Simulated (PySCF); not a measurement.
C3H7ClSi, SMILES C1(CC1)[SiH2]Cl.

Geometry optimised at PBE-D3(BJ)/def2-SVP. This is a generated structure with no PubChem entry under its InChIKey; it may be hypothetical. Other conformers were not sampled.

Two levels are set side by side: TDA-PBE/def2-SVPD (PySCF) and TDA-CAM-B3LYP/def2-SVPD (PySCF). Vertical, same geometry. The lowest singlet is HOMO→LUMO 97 % with PBE and HOMO→LUMO 85 % with the other functional; states are paired by order. Differences are taken from unrounded values.

| quantity | TDA-PBE |
|---|---|
| lowest singlet excitation (eV) | 6.51 |
| lowest triplet excitation (TDA) (eV) | 6.22 |

### Question
These are the TDA-PBE values. What does TDA-CAM-B3LYP give? (An estimate is asked for; the answer gives what the named calculation found.)

### Answer

```
quantity                              TDA-CAM-B3LYP  TDA-PBE minus TDA-CAM-B3LYP
------------------------------------  -------------  ---------------------------
lowest singlet excitation (eV)                 7.48                        -0.98
lowest triplet excitation (TDA) (eV)           7.10                        -0.87
```

A lower first singlet is the usual sign of a functional without exact exchange. Differences between two approximate levels are no errors against the true value.

Rough cost on one machine, each run with all the roots and properties that it gave: TDA-CAM-B3LYP against TDA-PBE about 4 times.
